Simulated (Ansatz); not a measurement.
Species: CH₄BSe, charge 0, doublet. CH4BSe (SMILES C[B][SeH], doublet).
B3LYP-D3(BJ)/def2-TZVP minimum from Ansatz (an electronic-structure program):
```
B
C 1 1.5485
H 2 1.0948 1 109.77
H 2 1.0948 3 105.79 1 -118.37
H 2 1.0953 3 108.10 4 -115.60
Se 1 1.9075 2 127.97 3 122.06
H 6 1.4746 1 97.46 2 -180.00
```
Charge 0, spin multiplicity 2.

Atomisation energy term by term, kcal/mol (programs: Ansatz). Radicals and triplets start from unrestricted determinants; spin-orbit coupling is neglected. Cores are frozen in correlated methods (noble-gas shells, and filled d and f shells in the p block). No relativity. CBS(X,Y): correlation extrapolated as X^-3, Hartree-Fock from the larger set. A bracket is a step between two methods taken in the basis named. For partners of very few electrons the exact lower level stands in for a higher one.

| term | basis | kcal/mol |
|---|---|---|
| Hartree-Fock | cc-pVQZ | 418.06 |
| CCSD correlation | CBS(cc-pVTZ,cc-pVQZ) | 123.10 |
| (T) | CBS(cc-pVTZ,cc-pVQZ) | 8.44 |
| CCSDT(Q) - CCSD(T) | cc-pVDZ | 0.57 |
| sum: De |  | 550.2 |
